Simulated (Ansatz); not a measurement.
Ansatz (a quantum-chemistry and plane-wave program) input (RPA@PBE/cc-pV(T+d)Z):
A basis named .json is the Basis Set Exchange file of that set.

Ansatz 0.2 input:
```yaml
crystal:
  periodic: [false, false, false]
  atoms:
    - {symbol: C, position_ang: [-1.84397230, -0.36782092, -0.04621434]}
    - {symbol: B, position_ang: [-0.36002525, -0.07181497, -0.00902309]}
    - {symbol: Cl, position_ang: [0.80604499, -1.36302914, 0.27277094]}
    - {symbol: Cl, position_ang: [0.23391295, 1.57047168, -0.24670711]}
    - {symbol: H, position_ang: [-2.23450199, -1.36810966, 0.09688257]}
    - {symbol: H, position_ang: [-2.58082299, 0.40758696, -0.21756610]}
basis:
  gaussian:
    orbitals: cc-pV_T+d_Z.json
hamiltonian:
  xc: pbe
magnetization: {spin_polarized: true, initial_magnetization: 1}
correlation: {method: rpa, electrons: outside_noble_gas}
```

End of the output:

```
integrals: 0.17 GiB planned
984 factors; integrals over basis functions are off by at most 1.4e-3 eV
0.29 GiB of the device are held for the grids
0.90 GiB of device memory are held for the factors and their scratch space
mean field: 0.74 GiB planned
mean field evaluation 1: about -26761.9068 eV, gradient 5.5e1 eV
mean field evaluation 2: about -26761.9073 eV, gradient 5.5e1 eV
mean field evaluation 4: about -26780.1739 eV, gradient 1.3e1 eV
mean field evaluation 8: about -26781.0537 eV, gradient 3.7e-1 eV
mean field evaluation 16: about -26781.0539 eV, gradient 5.7e-5 eV
mean field evaluation 32: about -26777.7838 eV, gradient 9.6e-6 eV
mean field evaluation 64: about -26761.4059 eV, gradient 3.7e1 eV
mean field -26781.05389502 eV, -984.1855777917 hartree, gradient 1.3e-6 eV, S^2 0.752741; 3 other end points of the search recorded, 0 dependent functions left out
12 core orbitals not correlated
reference -26743.23700392 eV, -982.7958326771 hartree; 12, 11 occupied and 142, 143 virtual orbitals, 984 factors
Total energy: -26771.45582406 eV, -983.8328551899 hartree
```

It need not be the lowest isomer of its formula.
